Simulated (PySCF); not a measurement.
C8H10Se.
Numbering: `[CH3:1][Se:2][c:3]1[cH:4][cH:5][c:6]([CH3:7])[cH:8][cH:9]1` (hydrogens: H10, H11, H12 on C1; H13 on C4; H14 on C5; H15, H16, H17 on C7; H18 on C8; H19 on C9)

A GFN2-xTB structure was refined with PBE0-D3(BJ)/def2-SVP geometry optimisation, gas phase in PySCF 2.14.0. Its GFN2-xTB values:

| coordinate | GFN2-xTB |
| --- | --- |
| C1–Se2 | 1.978 Å |
| C1–H10 | 1.089 Å |
| Se2–C3 | 1.933 Å |
| C3–C4 | 1.363 Å |
| C4–C5 | 1.421 Å |
| C4–H13 | 1.037 Å |
| C5–C6 | 1.399 Å |
| C5–H14 | 1.073 Å |
| C6–C7 | 1.486 Å |
| C7–H15 | 1.087 Å |
| C1–Se2–C3 | 102.0° |
| Se2–C3–C4 | 121.2° |
| Se2–C3–C9 | 116.2° |
| C3–C4–C5 | 117.8° |
| C4–C3–C9 | 122.6° |
| C4–C5–C6 | 120.8° |
| C5–C6–C7 | 120.2° |
| C5–C6–C8 | 118.0° |
| C1–Se2–C3–C4 | 12° |

How do these coordinates change at the PBE0-D3(BJ)/def2-SVP level?

```
  coordinate  PBE0-D3(BJ)/def2-SVP (Å or °)  change
      C4–H13                          1.091  +0.054
      C1–Se2                          1.935  -0.043
       C3–C4                          1.397  +0.034
      Se2–C3                          1.903  -0.030
       C4–C5                          1.394  -0.027
      C5–H14                          1.094  +0.021
       C6–C7                          1.501  +0.015
      C7–H15                          1.100  +0.013
      C1–H10                          1.098  +0.009
       C5–C6                          1.398  -0.001
    C4–C3–C9                          118.7    -3.9
   Se2–C3–C4                          124.1    +2.9
    C3–C4–C5                          120.2    +2.4
   C1–Se2–C3                          100.3    -1.7
    C5–C6–C7                          121.4    +1.2
   Se2–C3–C9                          117.2    +1.0
    C4–C5–C6                          121.7    +0.9
    C5–C6–C8                          117.4    -0.6
C1–Se2–C3–C4                              8      -4
```

The energy falls by 0.271 eV over 8 energy and gradient evaluations, the largest force component goes from 0.0653 to 2.1e-04 Eh/bohr, and the atoms move by 0.054 Å rms after alignment. The bond that changes most is C4–H13 (aromatic CH carbon to aromatic hydrogen), which lengthens by 0.054 Å. Bonds longer at the end by more than 0.005 Å: 13 of 19; shorter: 4. Rotational constants go from 3596, 563.9, 491.6 to 3611, 559.8, 488.2 MHz.

The run used 194 basis functions and 54 SCF cycles in all. Time: 2.6 min of wall time; peak memory 0.84 GiB. Hardware: one thread of an Arm Neoverse V2, shared host with 192 logical CPUs at a one-minute load of 46.

No PBE0-D3(BJ)/def2-SVP frequencies stand behind this structure, so it isn't proved a minimum. One conformer, not necessarily the lowest.

The values belong to the conformer `[CH3:1][Se:2][c:3]1[cH:4][cH:5][c:6]([CH3:7])[cH:8][cH:9]1`: C1–Se2–C3–C4 8°.
